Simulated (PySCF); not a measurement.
What does the GFN2-xTB structure of InChI=1S/C4H4F3N/c1-2-8-3-4(5,6)7/h2-3H,1H2/b8-3+ look like in three dimensions?

```xyz
12
C4H4F3N angstrom
C      2.5221    0.5704    0.1097
C      1.4860   -0.2497   -0.0343
N      0.2098    0.2592    0.0401
C     -0.7987   -0.4831   -0.0893
C     -2.1787    0.1083    0.0008
F     -2.1917    1.4237    0.1983
F     -2.8799   -0.4506    1.0054
F     -2.8828   -0.1317   -1.1213
H      2.3609    1.6203    0.2823
H      3.5362    0.2165    0.0596
H      1.6089   -1.3187   -0.2101
H     -0.7911   -1.5653   -0.2672
```

Orientation and origin are arbitrary. Atoms count from 1 in this order. The 2 C–N bonds span 1.259 Å (N3=C4, drawn double) to 1.376 Å (C2–N3, drawn single), a spread of 0.117 Å. The C–C distances run from 1.329 Å (C1=C2, drawn double) to 1.504 Å (C4–C5, drawn single), a spread of 0.175 Å. Of the pairs four or more bonds apart, H11···H12 is among the closest relative to their van der Waals radii: 2.41 Å, 101 % of the sum of Bondi's values.

Bonds between heavy atoms (Å): C1=C2 1.329, C2–N3 1.376, N3=C4 1.259, C4–C5 1.504, C5–F6 1.330, C5–F7 1.347, C5–F8 1.346.

Computed geometry: GFN2-xTB, gas phase.

Point group: Cs (every atom within 0.08 Å of its image). No frequency check. One conformer, not necessarily the lowest (C1–C2–N3–C4 180°).
